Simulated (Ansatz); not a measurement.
One change: `Cl[SiH2][GeH3]` becomes `F[SiH](Cl)[GeH3]`.

Ansatz, PBE0-D4/def2-TZVP geometries, multiplicity 1. 

Scalar relativity is left out up to krypton.

```csv
property,`Cl[SiH2][GeH3]`
size of the dipole moment (ωB97M-V/def2-TZVPP) / D,1.25
HOMO energy (B3LYP/def2-TZVPP) / eV,-7.94
size of the dipole moment (B3LYP/def2-TZVPP) / D,1.24
HOMO–LUMO gap (B3LYP/def2-TZVPP) / eV,7.32
HOMO energy (PBE0/def2-TZVPP) / eV,-8.15
zero-point energy (PBE0-D4/def2-TZVP) / kJ/mol,110.0
```

Question: What does the change do to each property? (Best estimate.)

Answer: The calculation gave: 
| property | `F[SiH](Cl)[GeH3]` | shift |
| --- | --- | --- |
| size of the dipole moment (ωB97M-V/def2-TZVPP) / D | 1.48 | 0.23 |
| HOMO energy (B3LYP/def2-TZVPP) / eV | -8.14 | -0.20 |
| size of the dipole moment (B3LYP/def2-TZVPP) / D | 1.49 | 0.25 |
| HOMO–LUMO gap (B3LYP/def2-TZVPP) / eV | 7.53 | 0.21 |
| HOMO energy (PBE0/def2-TZVPP) / eV | -8.34 | -0.19 |
| zero-point energy (PBE0-D4/def2-TZVP) / kJ/mol | 97.0 | -13.0 |

Dipoles are sizes alone; their direction can turn.

B3LYP here is the variant with VWN-RPA as its local correlation; programs differ in this.
